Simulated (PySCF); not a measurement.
CH3ClGa, SMILES [CH3][Ga][Cl], multiplicity 2.

Geometry optimised at B3LYP-D3(BJ)/def2-TZVP. The multiplicity is an assumed one; other spin states were not compared. The isomer is the one that the SMILES or the coordinates give; other isomers of the formula were not compared.

Computed with PBE/def2-TZVPD in PySCF.

**Question.** Estimate the frontier levels, dipole moment and polarisability. (The exact figures need the calculation; the answer reports its results.)

**Answer.** 
- α spin, highest occupied and lowest empty level: -5.03 and -2.41 eV
- β spin, highest occupied and lowest empty level: -7.28 and -3.92 eV
- dipole moment: 2.70 D
- quadrupole, principal values (traceless, Buckingham form, about the centre of nuclear charge): -3.41, 0.00, 3.41 D·Å
- mean static polarisability: 67.7 bohr³ (10.04 Å³)
- polarisability, principal values: 53.1, 65.3, 84.8 bohr³
- ⟨S²⟩: 0.753 (pure state 0.75)
